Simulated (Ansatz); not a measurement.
`B[S][GeH3]` + `C[SiH2]N` → `C[SiH2][NH][GeH3]` + `BS` at 298.15 K and 1 bar (ligand exchange at a Ge–S bond).

Calculated with Ansatz (gas phase, PBE0-D4/def2-TZVP geometries, no zero-point term in ΔE). CBS: MP2 limit from def2 TZ/QZ plus the TZ coupled-cluster correction, frozen cores. This one scheme is used for every species. For Ge outer-core shells are correlated without core-valence functions, which leaves a few kJ/mol of doubt a bond. Scalar relativity is left out up to krypton. Each species was taken in one conformer, which may not be the lowest.

```tsv
species	CCSD(T)/CBS energy (Eh)	H − E (kJ/mol)	S (J/(mol·K))
`B[S][GeH3]`	-2501.70931	138.7	324.8
`C[SiH2]N`	-386.08232	225.7	304.4
`C[SiH2][NH][GeH3]`	-2463.39859	268.5	381.2
`BS`	-424.38198	90.6	245.0
```

H − E and S are ideal-gas, rigid-rotor, harmonic terms from PBE0-D4/def2-TZVP, for one conformer and one mirror image of each species. 1 Eh = 2625.50 kJ/mol, R = 8.31446 J/(mol·K).

By hand: ΔE, ΔH, ΔS and ΔG.

ΔE = (-2463.39859) + (-424.38198) − (-2501.70931) − (-386.08232) = 0.01106 Eh = 29.0 kJ/mol. Δ(H − E) = 268.5 + 90.6 − 138.7 − 225.7 = -5.3, so ΔH = 23.7 kJ/mol. ΔS = 381.2 + 245.0 − 324.8 − 304.4 = -3.0 J/(mol·K). ΔG = 23.7 − 298.15 × (-3.0)/1000 = 24.6 kJ/mol.

By hand: the equilibrium constant, and the temperature at which ΔG would vanish if ΔH and ΔS stayed fixed.

log₁₀ K = −ΔG/(RT ln 10) = -4.3. ΔH and −TΔS have one sign here, so there is no such temperature. One of them is within its doubt of zero, so this could turn.

The number of gas molecules stays the same, so ΔS is small and ΔH decides. A doubt of 5 kJ/mol in ΔE shifts log₁₀ K by 0.9 here. Other conformers and mirror images would add mixing entropy, several J/(mol·K) or more a flexible species. Modes under 60 cm⁻¹, often nearly free rotors, make the harmonic entropy too high. These are equilibria of isolated gas molecules and say nothing of rates. Largest T1 diagnostic: 0.015 (customary marks: 0.02 for closed shells, 0.045 for open ones).
